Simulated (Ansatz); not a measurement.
B2Cl2 (the lowest singlet isomer of a short search), 4 atoms. Hardware: 2 threads of AMD EPYC 9R45 on a shared host.

Correlated methods freeze 12 core orbitals.

Task: How many basis functions does each of these Ansatz runs have, and roughly what does it cost? PBE with 15 % exact exchange/def2-TZVP, charge 0 singlet, energy, from earlier orbitals; MP2/def2-TZVP, charge 0 triplet, energy, from earlier orbitals; CCSD(T)/def2-TZVPP, charge 0 singlet, energy, from earlier orbitals; LDA (SPW92)/def2-TZVP, charge 0 quintet, energy, from earlier orbitals; CCSD(T)/def2-TZVPD, charge 0 singlet, energy, from earlier orbitals; PBE with 35 % exact exchange/def2-TZVP, charge 0 singlet, energy, from earlier orbitals; r2SCAN0-D4/def2-TZVP, charge 0 quintet, energy, from earlier orbitals; B3LYP-D4/6-31G, charge 0 triplet, energy; PBE with 50 % exact exchange/def2-TZVP, charge 0 triplet, energy, from earlier orbitals; PBE0-D4/def2-SVP, charge 0 singlet, energy with a search over starts; PBE with 10 % exact exchange/def2-TZVP, charge 0 singlet, energy, from earlier orbitals; PBE0-D4/def2-SVP, charge 0 unrestricted singlet, energy with a search over starts.

Result: Other jobs shared the machine, so times can vary by a factor of up to 3. A dash marks memory too small to be measured apart from the calling script's.

```csv
run,functions,fitting or Cholesky vectors,wall time,peak host memory (GiB)
"B3LYP-D4/6-31G, charge 0 triplet, energy",44,532,0.4 s,–
"MP2/def2-TZVP, charge 0 triplet, energy, from earlier orbitals",136,820,0.6 s,–
"LDA (SPW92)/def2-TZVP, charge 0 quintet, energy, from earlier orbitals",136,850,1 s,–
"PBE with 50 % exact exchange/def2-TZVP, charge 0 triplet, energy, from earlier orbitals",136,996,1.3 s,–
"PBE0-D4/def2-SVP, charge 0 singlet, energy with a search over starts",64,608,1.9 s,–
"PBE with 10 % exact exchange/def2-TZVP, charge 0 singlet, energy, from earlier orbitals",136,850,2.1 s,–
"PBE with 35 % exact exchange/def2-TZVP, charge 0 singlet, energy, from earlier orbitals",136,944,2.3 s,–
"PBE with 15 % exact exchange/def2-TZVP, charge 0 singlet, energy, from earlier orbitals",136,864,2.4 s,–
"r2SCAN0-D4/def2-TZVP, charge 0 quintet, energy, from earlier orbitals",136,874,4.2 s,–
"PBE0-D4/def2-SVP, charge 0 unrestricted singlet, energy with a search over starts",64,608,5.5 s,–
"CCSD(T)/def2-TZVPP, charge 0 singlet, energy, from earlier orbitals",146,892,16 s,0.86
"CCSD(T)/def2-TZVPD, charge 0 singlet, energy, from earlier orbitals",166,1000,27 s,1.3
```
